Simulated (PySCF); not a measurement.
Species: H9NSi3.
Atom-mapped SMILES: `[SiH3:1][N:2]([SiH3:3])[SiH3:4]` (hydrogens: H5, H6, H7 on Si1; H8, H9, H10 on Si3; H11, H12, H13 on Si4)

The same species was optimised twice, with GFN2-xTB and with PBE0-D3(BJ)/def2-SVP (PySCF), and the same property calculations (PySCF, gas phase) were run on both structures.

| coordinate | GFN2-xTB | PBE0-D3(BJ)/def2-SVP | change |
| --- | --- | --- | --- |
| N2–Si4 (Å) | 1.744 | 1.754 | +0.010 |
| N2–Si3 (Å) | 1.744 | 1.754 | +0.010 |
| Si1–N2 (Å) | 1.744 | 1.754 | +0.010 |
| Si1–N2–Si4 (°) | 119.3 | 120.2 | +0.9 |
| Si1–N2–Si3 (°) | 119.4 | 120.1 | +0.7 |
| Si3–N2–Si4 (°) | 119.4 | 119.7 | +0.3 |

Rotational constants: A = 3116, B = 3115, C = 1649 MHz (GFN2-xTB) against A = 3058, B = 3039, C = 1610 MHz (PBE0-D3(BJ)/def2-SVP). Atoms that the bonding makes alike are paired by their places after alignment. End groups have turned between the structures, so H5, H6, H7, H8, H9, H10, H11, H12, H13 are left out of the comparison.

On the GFN2-xTB structure: HOMO (eV) -7.56 [PBE0/pcSseg-1]; LUMO (eV) -0.22 [PBE0/pcSseg-1]; dipole (D) 0.01 [PBE0/pcSseg-1]; GIAO shielding of Si1/Si3/Si4 (mean) (ppm) 392.1 [PBE0/pcSseg-1]; GIAO shielding of N2 (ppm) 275.8 [PBE0/pcSseg-1].

Question: What do these properties become on the PBE0-D3(BJ)/def2-SVP structure?

Answer: 
| property | level | on GFN2-xTB | on PBE0-D3(BJ)/def2-SVP | change |
| --- | --- | --- | --- | --- |
| HOMO (eV) | PBE0/pcSseg-1 | -7.56 | -7.61 | -0.05 |
| LUMO (eV) | PBE0/pcSseg-1 | -0.22 | -0.29 | -0.07 |
| dipole (D) | PBE0/pcSseg-1 | 0.01 | 0.01 | 0.00 |
| energy, GFN2-xTB geometry as zero (kcal/mol) | PBE0/pcSseg-1 | 0.0 | -2.8 | -2.8 |
| GIAO shielding of Si1/Si3/Si4 (mean) (ppm) | PBE0/pcSseg-1 | 392.1 | 395.2 | +3.1 |
| GIAO shielding of N2 (ppm) | PBE0/pcSseg-1 | 275.8 | 294.5 | +18.7 |

The heavy atoms differ by 0.059 Å rms after alignment. Among the bonds compared Si1–N2, N2–Si3 and N2–Si4 change most and about equally (+0.010 Å). Changes are differences of the printed values. Neither structure is proved a minimum here.
